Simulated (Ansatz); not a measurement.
A short molecular-dynamics run on `[Cl][Sn]([Cl])([Cl])[Br]`.

```yaml
crystal:
  periodic: [false, false, false]
  atoms:
    - {symbol: Cl, position_ang: [-1.054446, -0.276404, 2.009132]}
    - {symbol: Sn, position_ang: [0.008686, -0.029300, -0.004906]}
    - {symbol: Cl, position_ang: [2.081534, -0.995272, 0.128849]}
    - {symbol: Cl, position_ang: [-1.206958, -1.106056, -1.620609]}
    - {symbol: Br, position_ang: [0.221082, 2.333333, -0.553766]}
basis:
  gaussian: {orbitals: def2-SVP}
hamiltonian: {xc: {name: BLYP}, dispersion: d3bjatm}
md: {timestep: 1 fs, n_steps: 20, ensemble: nvt_nose_hoover, temperature: 1500, initial_velocities: maxwell_boltzmann, seed: 348}
```

```sh
$ ansatz run in.yaml --threads 4 --pin off --events-out ev --progress --plain --max-ram 10444MiB
```

```json
{"step": "0", "time (fs)": "0.0", "potential energy (eV)": "-113429.2895", "kinetic (eV)": "0.5817", "T (K)": "1500", "conserved (eV)": "-113428.7078"}
{"step": "1", "time (fs)": "1.0", "potential energy (eV)": "-113429.2924", "kinetic (eV)": "0.5846", "T (K)": "1508", "conserved (eV)": "-113428.7078"}
{"step": "2", "time (fs)": "2.0", "potential energy (eV)": "-113429.2932", "kinetic (eV)": "0.5854", "T (K)": "1510", "conserved (eV)": "-113428.7078"}
{"step": "3", "time (fs)": "3.0", "potential energy (eV)": "-113429.2919", "kinetic (eV)": "0.5842", "T (K)": "1506", "conserved (eV)": "-113428.7078"}
{"step": "4", "time (fs)": "4.0", "potential energy (eV)": "-113429.2889", "kinetic (eV)": "0.5812", "T (K)": "1499", "conserved (eV)": "-113428.7077"}
{"step": "5", "time (fs)": "5.0", "potential energy (eV)": "-113429.2844", "kinetic (eV)": "0.5767", "T (K)": "1487", "conserved (eV)": "-113428.7077"}
{"step": "6", "time (fs)": "6.0", "potential energy (eV)": "-113429.2787", "kinetic (eV)": "0.5710", "T (K)": "1472", "conserved (eV)": "-113428.7077"}
{"step": "7", "time (fs)": "7.0", "potential energy (eV)": "-113429.2721", "kinetic (eV)": "0.5644", "T (K)": "1455", "conserved (eV)": "-113428.7077"}
{"step": "8", "time (fs)": "8.0", "potential energy (eV)": "-113429.2649", "kinetic (eV)": "0.5572", "T (K)": "1437", "conserved (eV)": "-113428.7077"}
{"step": "9", "time (fs)": "9.0", "potential energy (eV)": "-113429.2575", "kinetic (eV)": "0.5499", "T (K)": "1418", "conserved (eV)": "-113428.7076"}
{"step": "10", "time (fs)": "10.0", "potential energy (eV)": "-113429.2502", "kinetic (eV)": "0.5426", "T (K)": "1399", "conserved (eV)": "-113428.7076"}
{"step": "11", "time (fs)": "11.0", "potential energy (eV)": "-113429.2431", "kinetic (eV)": "0.5355", "T (K)": "1381", "conserved (eV)": "-113428.7076"}
{"step": "12", "time (fs)": "12.0", "potential energy (eV)": "-113429.2365", "kinetic (eV)": "0.5290", "T (K)": "1364", "conserved (eV)": "-113428.7076"}
{"step": "13", "time (fs)": "13.0", "potential energy (eV)": "-113429.2306", "kinetic (eV)": "0.5232", "T (K)": "1349", "conserved (eV)": "-113428.7076"}
{"step": "14", "time (fs)": "14.0", "potential energy (eV)": "-113429.2255", "kinetic (eV)": "0.5181", "T (K)": "1336", "conserved (eV)": "-113428.7076"}
{"step": "15", "time (fs)": "15.0", "potential energy (eV)": "-113429.2211", "kinetic (eV)": "0.5138", "T (K)": "1325", "conserved (eV)": "-113428.7076"}
{"step": "16", "time (fs)": "16.0", "potential energy (eV)": "-113429.2175", "kinetic (eV)": "0.5102", "T (K)": "1316", "conserved (eV)": "-113428.7076"}
{"step": "17", "time (fs)": "17.0", "potential energy (eV)": "-113429.2147", "kinetic (eV)": "0.5075", "T (K)": "1309", "conserved (eV)": "-113428.7076"}
{"step": "18", "time (fs)": "18.0", "potential energy (eV)": "-113429.2124", "kinetic (eV)": "0.5053", "T (K)": "1303", "conserved (eV)": "-113428.7076"}
{"step": "19", "time (fs)": "19.0", "potential energy (eV)": "-113429.2107", "kinetic (eV)": "0.5036", "T (K)": "1299", "conserved (eV)": "-113428.7076"}
{"step": "20", "time (fs)": "20.0", "potential energy (eV)": "-113429.2092", "kinetic (eV)": "0.5023", "T (K)": "1295", "conserved (eV)": "-113428.7076"}
```

Velocities are drawn at the set temperature; a run this short doesn't reach equilibrium.

Frames (Å, forces in eV/Å):

```xyz
5
time=0.0 fs
Cl   -1.054   -0.276    2.009   -0.553   -0.125    1.046
Sn    0.009   -0.029   -0.005    0.020    0.219   -0.051
Cl    2.082   -0.995    0.129    1.078   -0.498    0.069
Cl   -1.207   -1.106   -1.621   -0.632   -0.556   -0.841
Br    0.221    2.333   -0.554    0.086    0.961   -0.223
5
time=1.0 fs
Cl   -1.060   -0.275    2.011   -0.492   -0.112    0.941
Sn    0.012   -0.034   -0.008   -0.089    0.433    0.082
Cl    2.080   -0.994    0.129    1.179   -0.546    0.075
Cl   -1.209   -1.107   -1.615   -0.674   -0.596   -0.904
Br    0.221    2.340   -0.553    0.076    0.820   -0.194
5
time=2.0 fs
Cl   -1.066   -0.273    2.012   -0.430   -0.099    0.835
Sn    0.015   -0.039   -0.010   -0.199    0.640    0.213
Cl    2.078   -0.994    0.130    1.275   -0.591    0.082
Cl   -1.212   -1.108   -1.609   -0.713   -0.633   -0.963
Br    0.221    2.347   -0.552    0.067    0.683   -0.167
5
time=3.0 fs
Cl   -1.072   -0.271    2.014   -0.367   -0.087    0.727
Sn    0.018   -0.044   -0.013   -0.309    0.838    0.342
Cl    2.077   -0.993    0.130    1.367   -0.634    0.088
Cl   -1.215   -1.110   -1.604   -0.749   -0.666   -1.016
Br    0.220    2.353   -0.552    0.058    0.550   -0.141
5
time=4.0 fs
Cl   -1.078   -0.270    2.016   -0.303   -0.076    0.620
Sn    0.021   -0.048   -0.016   -0.418    1.025    0.466
Cl    2.077   -0.993    0.130    1.453   -0.673    0.094
Cl   -1.218   -1.111   -1.599   -0.781   -0.697   -1.064
Br    0.220    2.360   -0.551    0.050    0.421   -0.117
5
time=5.0 fs
Cl   -1.084   -0.268    2.019   -0.240   -0.066    0.514
Sn    0.024   -0.053   -0.019   -0.525    1.201    0.585
Cl    2.076   -0.993    0.131    1.531   -0.709    0.100
Cl   -1.221   -1.113   -1.594   -0.809   -0.723   -1.105
Br    0.220    2.367   -0.550    0.043    0.297   -0.094
5
time=6.0 fs
Cl   -1.090   -0.267    2.021   -0.177   -0.057    0.410
Sn    0.027   -0.058   -0.021   -0.628    1.365    0.697
Cl    2.077   -0.993    0.131    1.600   -0.742    0.105
Cl   -1.224   -1.115   -1.590   -0.832   -0.744   -1.139
Br    0.220    2.374   -0.550    0.036    0.178   -0.072
5
time=7.0 fs
Cl   -1.096   -0.265    2.024   -0.114   -0.048    0.308
Sn    0.030   -0.062   -0.024   -0.727    1.515    0.801
Cl    2.077   -0.993    0.132    1.660   -0.769    0.110
Cl   -1.228   -1.117   -1.586   -0.850   -0.761   -1.166
Br    0.220    2.381   -0.549    0.031    0.063   -0.053
5
time=8.0 fs
Cl   -1.103   -0.264    2.026   -0.053   -0.040    0.209
Sn    0.033   -0.066   -0.026   -0.820    1.652    0.897
Cl    2.078   -0.994    0.132    1.710   -0.792    0.114
Cl   -1.232   -1.120   -1.582   -0.862   -0.773   -1.186
Br    0.219    2.388   -0.548    0.026   -0.046   -0.034
5
time=9.0 fs
Cl   -1.109   -0.262    2.029    0.006   -0.034    0.113
Sn    0.035   -0.070   -0.029   -0.908    1.774    0.984
Cl    2.080   -0.994    0.133    1.748   -0.810    0.117
Cl   -1.236   -1.122   -1.578   -0.868   -0.781   -1.198
Br    0.219    2.395   -0.548    0.021   -0.151   -0.017
5
time=10.0 fs
Cl   -1.115   -0.261    2.032    0.064   -0.028    0.022
Sn    0.038   -0.074   -0.031   -0.988    1.882    1.062
Cl    2.082   -0.995    0.134    1.775   -0.822    0.120
Cl   -1.240   -1.125   -1.575   -0.868   -0.783   -1.202
Br    0.219    2.402   -0.547    0.017   -0.250   -0.002
5
time=11.0 fs
Cl   -1.122   -0.259    2.034    0.120   -0.023   -0.066
Sn    0.041   -0.078   -0.034   -1.061    1.974    1.130
Cl    2.084   -0.996    0.134    1.788   -0.828    0.121
Cl   -1.245   -1.128   -1.572   -0.861   -0.779   -1.198
Br    0.219    2.409   -0.546    0.014   -0.344    0.013
5
time=12.0 fs
Cl   -1.128   -0.258    2.037    0.174   -0.018   -0.149
Sn    0.043   -0.082   -0.036   -1.125    2.052    1.188
Cl    2.087   -0.998    0.135    1.789   -0.829    0.121
Cl   -1.250   -1.131   -1.570   -0.848   -0.771   -1.187
Br    0.219    2.416   -0.546    0.011   -0.433    0.026
5
time=13.0 fs
Cl   -1.134   -0.256    2.040    0.225   -0.015   -0.227
Sn    0.046   -0.085   -0.038   -1.182    2.114    1.237
Cl    2.091   -0.999    0.136    1.777   -0.824    0.120
Cl   -1.255   -1.135   -1.567   -0.828   -0.758   -1.168
Br    0.218    2.422   -0.545    0.008   -0.518    0.038
5
time=14.0 fs
Cl   -1.140   -0.255    2.042    0.274   -0.012   -0.301
Sn    0.048   -0.089   -0.040   -1.229    2.162    1.276
Cl    2.094   -1.001    0.136    1.751   -0.813    0.118
Cl   -1.260   -1.139   -1.566   -0.803   -0.740   -1.141
Br    0.218    2.429   -0.544    0.006   -0.597    0.048
5
time=15.0 fs
Cl   -1.146   -0.253    2.045    0.321   -0.009   -0.370
Sn    0.050   -0.092   -0.042   -1.268    2.196    1.306
Cl    2.099   -1.003    0.137    1.713   -0.797    0.115
Cl   -1.265   -1.142   -1.564   -0.771   -0.717   -1.109
Br    0.218    2.436   -0.544    0.005   -0.672    0.058
5
time=16.0 fs
Cl   -1.152   -0.252    2.047    0.365   -0.007   -0.435
Sn    0.053   -0.095   -0.043   -1.298    2.215    1.327
Cl    2.104   -1.006    0.138    1.663   -0.775    0.110
Cl   -1.271   -1.146   -1.563   -0.733   -0.690   -1.069
Br    0.218    2.443   -0.543    0.004   -0.743    0.067
5
time=17.0 fs
Cl   -1.158   -0.250    2.050    0.407   -0.006   -0.496
Sn    0.055   -0.098   -0.045   -1.320    2.222    1.341
Cl    2.109   -1.008    0.139    1.601   -0.749    0.104
Cl   -1.277   -1.151   -1.562   -0.690   -0.659   -1.025
Br    0.218    2.449   -0.542    0.003   -0.809    0.075
5
time=18.0 fs
Cl   -1.164   -0.249    2.052    0.446   -0.005   -0.551
Sn    0.057   -0.100   -0.047   -1.333    2.217    1.346
Cl    2.115   -1.011    0.139    1.528   -0.717    0.098
Cl   -1.283   -1.155   -1.561   -0.642   -0.624   -0.975
Br    0.217    2.455   -0.542    0.002   -0.871    0.082
5
time=19.0 fs
Cl   -1.169   -0.248    2.054    0.483   -0.004   -0.603
Sn    0.058   -0.103   -0.048   -1.339    2.201    1.344
Cl    2.121   -1.014    0.140    1.445   -0.682    0.090
Cl   -1.289   -1.160   -1.561   -0.590   -0.586   -0.920
Br    0.217    2.462   -0.541    0.001   -0.929    0.089
5
time=20.0 fs
Cl   -1.175   -0.246    2.056    0.517   -0.004   -0.650
Sn    0.060   -0.105   -0.050   -1.337    2.174    1.336
Cl    2.127   -1.017    0.141    1.354   -0.642    0.081
Cl   -1.296   -1.164   -1.560   -0.534   -0.545   -0.862
Br    0.217    2.468   -0.540    0.001   -0.983    0.095
```

It took 19 s on 4 threads of an Arm Neoverse V2 on a shared host, with 0.47 GiB of host memory at the peak.
